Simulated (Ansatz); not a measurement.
**Nudged elastic band run: CH2BrClO**

input.yaml

```yaml
crystal:
  periodic: [false, false, false]
  atoms:
    - { symbol: O, position_ang: [0.591518, 0.981155, 0.279868] }
    - { symbol: C, position_ang: [-0.159526, -0.147634, 0.24308] }
    - { symbol: Cl, position_ang: [0.835461, -1.653258, -0.043612] }
    - { symbol: Br, position_ang: [-1.605999, -0.063865, -1.145212] }
    - { symbol: H, position_ang: [1.052016, 1.091606, -0.578535] }
    - { symbol: H, position_ang: [-0.67137, -0.272004, 1.198312] }
basis:
  gaussian: { orbitals: def2-mTZVP }
hamiltonian:
  xc: pbe
  dispersion: d4
neb:
  order_check: false
  images: 7
  f_tol: 0.5
  max_iterations: 60
  final_atoms:
    - { symbol: O, position_ang: [0.95597876, 0.66212171, -0.12824263] }
    - { symbol: C, position_ang: [-0.0425244, -0.23468621, 0.14688776] }
    - { symbol: Cl, position_ang: [0.66588107, -1.87238043, 0.12515046] }
    - { symbol: Br, position_ang: [-1.56277379, -0.08625182, -1.1856833] }
    - { symbol: H, position_ang: [0.56688919, 1.56143829, -0.11589169] }
    - { symbol: H, position_ang: [-0.54135084, -0.09424154, 1.11168041] }
  initial_path:
    images:
      - { positions_ang: [[0.591518, 0.981155, 0.279868], [-0.159526, -0.147634, 0.24308], [0.835461, -1.653258, -0.043612], [-1.605999, -0.063865, -1.145212], [1.052016, 1.091606, -0.578535], [-0.67137, -0.272004, 1.198312]] }
      - { positions_ang: [[0.65267157, 0.93339843, 0.26367027], [-0.15269022, -0.16715225, 0.24549931], [0.80637632, -1.67198686, -0.02618905], [-1.54125282, -0.05013695, -1.15122822], [0.94435902, 1.14712814, -0.57834812], [-0.66736387, -0.2552505, 1.20049682]] }
      - { positions_ang: [[0.71382515, 0.88564185, 0.24747254], [-0.14585444, -0.18667051, 0.24791862], [0.77729164, -1.69071573, -0.00876611], [-1.47650664, -0.03640891, -1.15724445], [0.83670203, 1.20265028, -0.57816123], [-0.66335775, -0.23849699, 1.20268163]] }
      - { positions_ang: [[0.77497872, 0.83788528, 0.2312748], [-0.13901865, -0.20618876, 0.25033793], [0.74820696, -1.70944459, 0.00865684], [-1.41176046, -0.02268086, -1.16326067], [0.72904505, 1.25817242, -0.57797435], [-0.65935162, -0.22174349, 1.20486645]] }
      - { positions_ang: [[0.8361323, 0.79012871, 0.21507707], [-0.13218287, -0.22570701, 0.25275724], [0.71912228, -1.72817345, 0.02607978], [-1.34701428, -0.00895281, -1.16927689], [0.62138806, 1.31369456, -0.57778746], [-0.65534549, -0.20498999, 1.20705126]] }
      - { positions_ang: [[0.86609391, 0.75812696, 0.12924715], [-0.10976825, -0.22795181, 0.22628987], [0.70581198, -1.7642252, 0.05084745], [-1.40095416, -0.02827756, -1.1733785], [0.60776335, 1.37563049, -0.46231352], [-0.62684683, -0.17730287, 1.18320855]] }
      - { positions_ang: [[0.89605553, 0.72612521, 0.04341722], [-0.08735363, -0.23019661, 0.1998225], [0.69250168, -1.80027694, 0.07561512], [-1.45489403, -0.04760231, -1.1774801], [0.59413863, 1.43756642, -0.34683958], [-0.59834816, -0.14961576, 1.15936584]] }
      - { positions_ang: [[0.92601715, 0.69412346, -0.04241271], [-0.06493902, -0.23244141, 0.17335513], [0.67919137, -1.83632869, 0.10038279], [-1.50883391, -0.06692707, -1.1815817], [0.58051391, 1.49950236, -0.23136564], [-0.5698495, -0.12192865, 1.13552313]] }
      - { positions_ang: [[0.95597876, 0.66212171, -0.12824263], [-0.0425244, -0.23468621, 0.14688776], [0.66588107, -1.87238043, 0.12515046], [-1.56277379, -0.08625182, -1.1856833], [0.56688919, 1.56143829, -0.11589169], [-0.54135084, -0.09424154, 1.11168041]] }
```

Run as:

```bash
$ ansatz run input.yaml --threads 2 --pin off --max-ram 3072MiB --backend cpu --events-out ev --progress --plain --runs-dir out
```

Output, in part (warnings, iteration lines, the closing report on the highest movable image, with atoms numbered from 0):

```
NEB end point (image 0): max|allowed force component| = 6.442e-3 eV/Å (the criterion of neb.relax_end_points is 1.000e-1)
NEB end point (image 8): max|allowed force component| = 1.072e-2 eV/Å (the criterion of neb.relax_end_points is 1.000e-1)
NEB iter   1: max|band force component| = 6.258e0 eV/Å  barrier→ = 0.6259 eV  barrier← = 0.4637 eV  Δτ_max = 0.1037 Å  (257 SCF iters)
NEB iter   2: max|band force component| = 1.111e0 eV/Å  barrier→ = 0.2205 eV  barrier← = 0.0583 eV  Δτ_max = 0.0384 Å  (218 SCF iters)
NEB iter   3: max|band force component| = 8.376e-1 eV/Å  barrier→ = 0.1871 eV  barrier← = 0.0249 eV  Δτ_max = 0.0210 Å  (217 SCF iters)
NEB iter   4: max|band force component| = 3.508e-1 eV/Å  barrier→ = 0.1804 eV  barrier← = 0.0182 eV  CI = image 5  Δτ_max = 0.0000 Å  (431 SCF iters)
Total energy: -85667.69472587 eV, -3148.2297135265 hartree
Atom 0 at     0.890033     0.763202     0.143210 Å, force    -0.157549    -0.023737    -0.073393 eV/Å
Atom 1 at    -0.068347    -0.227368     0.217957 Å, force     0.099288     0.275968     0.061301 eV/Å
Atom 2 at     0.713727    -1.850247     0.110691 Å, force     0.016841    -0.036184    -0.024459 eV/Å
Atom 3 at    -1.461245     0.001165    -1.198494 Å, force     0.009761    -0.004500     0.000578 eV/Å
Atom 4 at     0.591308     1.457860    -0.480514 Å, force     0.047230    -0.143656     0.048331 eV/Å
Atom 5 at    -0.623377    -0.208612     1.161051 Å, force    -0.015571    -0.067889    -0.012359 eV/Å
Dipole moment:    -0.129000     0.306166     0.050870 e Å
```

The forces met the threshold. The threshold of 0.5 eV/Å is loose, so the images may lie well off the minimum-energy path. Another band between the same ends (7 images) ends at a top of the same energy, where a vibrational analysis finds 1 clearly imaginary mode.

Final band (atoms are numbered from 1 in the order of the input):

```json
{"image": "0", "path coordinate (Å)": "0.00", "energy (kJ/mol)": "0.0", "dihedral H5–O1–C2–Br4 (°)": "-63"}
{"image": "1", "path coordinate (Å)": "0.17", "energy (kJ/mol)": "1.2", "dihedral H5–O1–C2–Br4 (°)": "-51"}
{"image": "2", "path coordinate (Å)": "0.34", "energy (kJ/mol)": "4.6", "dihedral H5–O1–C2–Br4 (°)": "-37"}
{"image": "3", "path coordinate (Å)": "0.51", "energy (kJ/mol)": "9.7", "dihedral H5–O1–C2–Br4 (°)": "-22"}
{"image": "4", "path coordinate (Å)": "0.69", "energy (kJ/mol)": "14.7", "dihedral H5–O1–C2–Br4 (°)": "-6"}
{"image": "5", "path coordinate (Å)": "0.86", "energy (kJ/mol)": "17.4", "dihedral H5–O1–C2–Br4 (°)": "10"}
{"image": "6", "path coordinate (Å)": "1.04", "energy (kJ/mol)": "17.4", "dihedral H5–O1–C2–Br4 (°)": "27"}
{"image": "7", "path coordinate (Å)": "1.21", "energy (kJ/mol)": "16.3", "dihedral H5–O1–C2–Br4 (°)": "43"}
{"image": "8", "path coordinate (Å)": "1.39", "energy (kJ/mol)": "15.6", "dihedral H5–O1–C2–Br4 (°)": "58"}
```

The run took 60 s on 2 threads of Arm Neoverse V1, with other jobs on the host, peak memory 0.15 GiB.
